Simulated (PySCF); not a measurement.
Magnetic susceptibility: SMILES C#CC(=C=C=C)C=C, C₈H₆

Molfile (atoms numbered from 1):
```
C8H6
     RDKit          3D

 14 13  0  0  0  0  0  0  0  0999 V2000
   -1.2995    2.2652    1.1126 C   0  0  0  0  0  0  0  0  0  0  0  0
   -0.8546    1.2659    0.6155 C   0  0  0  0  0  0  0  0  0  0  0  0
   -0.3279    0.0890    0.0327 C   0  0  0  0  0  0  0  0  0  0  0  0
    0.9965   -0.0604   -0.0438 C   0  0  0  0  0  0  0  0  0  0  0  0
    2.2363   -0.2133   -0.1181 C   0  0  0  0  0  0  0  0  0  0  0  0
    3.5361   -0.3783   -0.1976 C   0  0  0  0  0  0  0  0  0  0  0  0
   -1.2322   -0.9321   -0.4646 C   0  0  0  0  0  0  0  0  0  0  0  0
   -2.5582   -0.8508   -0.3972 C   0  0  0  0  0  0  0  0  0  0  0  0
   -1.6882    3.1386    1.5447 H   0  0  0  0  0  0  0  0  0  0  0  0
    3.9624   -1.2671   -0.6337 H   0  0  0  0  0  0  0  0  0  0  0  0
    4.2196    0.3693    0.1702 H   0  0  0  0  0  0  0  0  0  0  0  0
   -0.7508   -1.7957   -0.9053 H   0  0  0  0  0  0  0  0  0  0  0  0
   -3.1910   -1.6345   -0.7768 H   0  0  0  0  0  0  0  0  0  0  0  0
   -3.0490    0.0037    0.0393 H   0  0  0  0  0  0  0  0  0  0  0  0
  1  2  3  0
  2  3  1  0
  3  4  2  0
  4  5  2  0
  5  6  2  0
  3  7  1  0
  7  8  2  0
  1  9  1  0
  6 10  1  0
  6 11  1  0
  7 12  1  0
  8 13  1  0
  8 14  1  0
M  END
```

Theory: PySCF 2.14.0, GIAO PBE/pcSseg-1 magnetisability, rotational g tensor and spin-rotation constants, non-relativistic, gas phase. Geometry: GFN2-xTB.

Problem. What are the magnetisability and the molar susceptibility?

Solution. Isotropic -1015 × 10⁻³⁰ J/T², or -61.1 × 10⁻⁶ cm³/mol; principal values -1232, -940, -874 × 10⁻³⁰ J/T², anisotropy 330 × 10⁻³⁰ J/T² (root of half the summed squared differences of the principal values). The susceptibility is in cgs units.

Problem. Split it along the inertial axes a, b, c into diamagnetic and paramagnetic parts about the centre of mass, with the quadrupole moment.

Solution. 
| axis | χ (10⁻⁶ cm³/mol) | diamagnetic (10⁻⁶ cm³/mol) | paramagnetic (10⁻⁶ cm³/mol) | summed x² of all electrons (Å²) | quadrupole Θ (D Å) |
| --- | --- | --- | --- | --- | --- |
| a | -52.6 | -427.3 | 374.6 | 241.5 | +8.48 |
| b | -56.6 | -1069.6 | 1013.0 | 90.1 | +3.54 |
| c | -74.2 | -1406.5 | 1332.3 | 10.7 | -12.02 |

Anisotropies 2χaa − χbb − χcc = +25.5 and 2χbb − χaa − χcc = +13.7 × 10⁻⁶ cm³/mol. Θ is traceless in Buckingham's convention.

Problem. And the rotational g tensor?

Solution. 
| axis | rotational constant (GHz) | g | nuclear part | electronic part |
| --- | --- | --- | --- | --- |
| a | 3.5826 | -0.0481 | 0.5825 | -0.6306 |
| b | 1.2287 | -0.0126 | 0.5722 | -0.5847 |
| c | 0.9149 | +0.0022 | 0.5748 | -0.5726 |

Asymmetric top; isotopes 12C, 1H; no vibrational averaging.
